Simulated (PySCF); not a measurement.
CH₈GeSi, SMILES C[SiH2][GeH3]. Coordinates come from a B3LYP-D3(BJ)/def2-SVP optimisation. This is a generated structure with no PubChem entry under its InChIKey; it may be hypothetical.

These are PySCF 2.14.0 with B3LYP-D3(BJ)/def2-SVP values and carry that method's errors.

Harmonic wavenumbers (cm⁻¹): 84, 134, 162, 343, 354, 448, 496, 648, 677, 715, 795, 886, 888, 893, 895, 947, 1270, 1437, 1437, 2106, 2111, 2118, 2201, 2205, 3032, 3125, 3127. Rotational constants (GHz): 12.53, 2.161, 1.952; symmetry number 1.

Problem. Work out the zero-point energy and the ideal-gas rigid-rotor harmonic-oscillator thermochemistry at 298.15 K and 1 atm.

Solution. ZPE = ½ Σ hcν = ½ × 33535 cm⁻¹ = 47.94 kcal/mol. H − E(el) = 52.83 kcal/mol. Entropy in cal/(mol K): translation 40.28, rotation 26.21, vibration 15.00, total 81.49. G − E(el) = 28.54 kcal/mol. Cp = 25.64 cal/(mol K). Modes under 150 cm⁻¹ make the vibrational entropy uncertain.
